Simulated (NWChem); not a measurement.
# CH7ClSi2; SMILES C[Si@@H]([SiH3])Cl

All runs: NWChem. Pople sets run with spherical d functions. Geometry: optimised at PBE0/def2-SVP. Ions are spin-unrestricted doublets at the neutral geometry; other ion states weren't tried. Functional: LC-ωPBE (HJS hole) with 6-31G*; rows give the range parameter ω in 1/bohr.

```json
[
 {"range parameter (1/bohr)": "0.05", "vertical ionisation energy, ΔSCF (eV)": "___", "−ε(HOMO) (eV)": "___", "ΔSCF minus −ε(HOMO) (eV)": "___"},
 {"range parameter (1/bohr)": "0.10", "vertical ionisation energy, ΔSCF (eV)": "9.60", "−ε(HOMO) (eV)": "8.16", "ΔSCF minus −ε(HOMO) (eV)": "1.44"},
 {"range parameter (1/bohr)": "0.15", "vertical ionisation energy, ΔSCF (eV)": "9.70", "−ε(HOMO) (eV)": "8.76", "ΔSCF minus −ε(HOMO) (eV)": "0.94"},
 {"range parameter (1/bohr)": "0.40", "vertical ionisation energy, ΔSCF (eV)": "10.32", "−ε(HOMO) (eV)": "10.58", "ΔSCF minus −ε(HOMO) (eV)": "-0.26"},
 {"range parameter (1/bohr)": "0.50", "vertical ionisation energy, ΔSCF (eV)": "10.48", "−ε(HOMO) (eV)": "10.95", "ΔSCF minus −ε(HOMO) (eV)": "-0.47"}
]
```

Question: Complete the blanks.

Answer: 
- 0.05, vertical ionisation energy, ΔSCF (eV): 9.55
- 0.05, −ε(HOMO) (eV): 7.47
- 0.05, ΔSCF minus −ε(HOMO) (eV): 2.08
